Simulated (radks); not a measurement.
Values are calculated unless marked as measured or tabulated.
These are the eigenvalues of the occupied orbitals of an atom or ion with whole-number occupations (hartree). Code: a radial shooting solver on a logarithmic mesh with Libxc functionals. Model: scalar-relativistic Kohn-Sham, r2SCAN, spin-polarised, spherical densities, finite nucleus; meta-GGA in the generalised Kohn-Sham scheme; Fermi nuclear charge, rms radius of each element as measured or else 0.836 A^(1/3) + 0.57 fm.

orbital  eigenvalue
1s down   -2479.320
1s up     -2479.320
2s up     -427.7730
2s down   -427.7676
2p up     -374.9266
2p down   -374.9226
3s down   -99.14646
3s up     -99.14607
3p up     -83.35219
3p down   -83.35216
3d up     -64.88895
3d down   -64.88657
4s up     -21.23969
4s down   -21.23679
4p up     -16.03592
4p down   -16.03358
4d up      -9.33981
4d down    -9.33679
5s up      -3.79390
5s down    -3.75566
5p up      -2.53460
5p down    -2.47780
4f up      -1.95402
4f down    -1.94451
5d up      -1.09489

Which element is it, and in what charge state? The configuration may be excited. Open shells, if any, are filled with parallel spins first.

Answer. Z = 73, tantalum, charge +3: Ta3+ in [Xe] 4f14 5d2. The list shows which subshells hold electrons but not how many an open one holds; the 1s level, -2479.3 hartree, gives Z - s = 70.4 by -(Z - s)^2/2, which with screening and relativity narrows Z to a few neighbours, and the depths of the outer levels then fix element, charge and occupations together.
